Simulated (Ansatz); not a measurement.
The molecule HfIn, multiplicity 4 (lowest of 2S+1 = 2, 4, 6 at PBE0/def2-TZVPP; our sources give no spin for the ground state, which may be another). No spin–orbit coupling.

The constants come from a fifth-degree fit in 1/R (seven points, main isotopes). In def2 and cc sets the state is the lowest found near the PBE0 minimum, followed along R.

Run with Ansatz (Gaussian orbitals). Each number belongs to the level named beside it. In def2 rows elements past Kr take small-core potentials, without spin–orbit coupling.

**Question.** What bond length and harmonic frequency does SVWN5/def2-TZVPP give?

**Answer.** r_e = 2.812 Å, ω_e = 150 cm⁻¹.

**Question.** What bond length and harmonic frequency does wB97X-V/def2-TZVPP give?

**Answer.** r_e = 2.828 Å, ω_e = 143 cm⁻¹.

**Question.** What bond length and harmonic frequency does wB97M-V/def2-TZVPP give?

**Answer.** r_e = 2.822 Å, ω_e = 148 cm⁻¹.

Ansatz is a quantum-chemistry and plane-wave program.
